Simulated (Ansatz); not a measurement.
**Cost against result**

The pair of CH$_{4}$ (SMILES C, atoms 1–5) and GeH$_{4}$ (SMILES [GeH4], atoms 6–10), both closed shells, in one local arrangement (a lower one may exist), relaxed at PBE0-D4/def2-TZVP:

C1  (0.213, -0.168, -1.924)
H2  (-0.096, 0.849, -1.683)
H3  (-0.546, -0.870, -1.579)
H4  (1.161, -0.386, -1.433)
H5  (0.333, -0.265, -3.003)
Ge6  (-0.213, 0.168, 1.923)
H7  (-0.263, 1.560, 1.282)
H8  (-0.386, 0.300, 3.443)
H9  (1.140, -0.489, 1.620)
H10  (-1.343, -0.700, 1.355)
(Å)

Interaction energies are counterpoise-corrected; the time is that of the whole pair.

Ansatz 0.2.0; basis: as named in each row; cores frozen in the correlated methods. Filled d shells of the heavier atoms are correlated. The def2 sets are not built for correlating such inner shells, so the correlated values are less sure here. B3LYP uses VWN-RPA correlation. Extrapolation: Hartree–Fock as exp(−7.88 √X), correlation as X^−2.97.

Times are rough, for one single point on 4 threads of a shared host (Intel Xeon Platinum 8488C).

The estimate by CCSD(T) at an estimated basis limit (MP2 extrapolated from triple and quadruple zeta, plus CCSD(T) − MP2 in triple zeta) is -3.4 kJ/mol.

```
   method        basis  time (s)  interaction energy (kJ/mol)  method less estimate
       HF       STO-3G   under 1                          2.0                   5.4
   PBE-D4       STO-3G   under 1                         -2.4                   1.0
    SPW92     def2-SVP   under 1                         -4.8                  -1.4
   PBE-D4     def2-SVP   under 1                         -4.1                  -0.7
 B3LYP-D4        6-31G   under 1                         -2.8                   0.6
  PBE0-D4     def2-SVP   under 1                         -3.8                  -0.4
   PBE-D4  def2-TZVPPD         1                         -4.2                  -0.8
revPBE-D4  def2-TZVPPD         1                         -3.7                  -0.3
  BLYP-D4  def2-TZVPPD         1                         -2.8                   0.6
  CCSD(T)     def2-SVP         1                         -0.7                   2.7
  wB97M-V     def2-SVP         2                         -2.7                   0.7
  PBE0-D4  def2-TZVPPD         2                         -3.8                  -0.4
 B3LYP-D4  def2-TZVPPD         2                         -3.2                   0.2
r2SCAN-D4  def2-TZVPPD         2                         -2.8                   0.6
 HSE06-D4  def2-TZVPPD         2                         -3.8                  -0.4
   B2PLYP  def2-TZVPPD         3                          0.0                   3.4
  wB97X-V  def2-TZVPPD         4                         -3.4                   0.0
  wB97M-V  def2-TZVPPD         4                         -3.1                   0.3
   B97M-V  def2-TZVPPD         4                         -3.1                   0.3
      MP2  def2-QZVPPD        10                         -3.1                   0.3
  CCSD(T)  def2-TZVPPD        39                         -2.8                   0.6
```

T1 diagnostic: at most 0.012.
